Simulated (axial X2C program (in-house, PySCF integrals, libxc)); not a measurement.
What spin–orbit coupling does to BAs

Calculated with an in-house relativistic program for diatomic molecules. Spin-free means the one-electron spin-free X2C Hamiltonian; two-component (2c) means X2C with spin–orbit coupling and atomic mean-field two-electron Coulomb and Gaunt terms, so the difference of the two also holds small scalar two-electron terms. Basis: As dyall-cv3z [9s9p6d4f1g], B dyall-v3z [7s6p2d1f] (cores contracted in-house); Gaussian nuclei, density fitting, unrestricted open shells. Masses: As 74.922 u, B 11.009 u.

Spin-free state: M_S = 1, Λ = 1 (beyond evenly filled blocks: σα, π+α, π+β, π-α); fragments As + B.

```json
{"level": "PBE0", "Re (Å)": "1.840", "ωe (cm⁻¹)": "821.1", "De (eV)": "3.030", "μ (D)": "-0.14"}
```

Dipoles are positive if B is the positive end.

Two-component determinant lowest at the distance of the search:

Ω = 2 (⟨Sz⟩ = 1.00, ⟨Lz⟩ = 1.00 at PBE0); fragments As + B.

```json
{"level": "PBE0", "Re (Å)": "1.841", "ωe (cm⁻¹)": "819.9", "De (eV)": "3.082", "μ (D)": "-0.14"}
```

**Question.** From the two tables, how do the constants change at the PBE0 level (2c against spin-free)?

**Answer.** At the PBE0 level Re is unchanged within 0.001 Å and ωe falls by 1.2 cm⁻¹; De is not compared, since the atomic limits differ or miss part of their spin–orbit lowering.

One determinant describes the state; a PBE0 search over occupations chose it and may have missed a lower one. De is counted from the lowest determinant-based energies of the atoms at the same level, without counterpoise correction. Density functionals use the spin component along the axis (collinear). In 2c an atomic determinant is not the ground J level, so De misses part of the atomic spin–orbit lowering. This holds for PBE0. Other states lie close and PBE0, whose exact exchange favours high spin, may order them wrongly; the determinant shown need not be the ground state. The nearest other spin-free determinant of the search, M_S = 0, Λ = 1, lies 0.13 eV up at the distance of the search. Without a current term, density functionals place determinants with orbital angular momentum somewhat too high. With several unpaired electrons one determinant need not be a pure state. Open-shell Ω = 0 determinants with evenly filled partner blocks cannot be reached by this program, so the Ω shown need not be the lowest component.
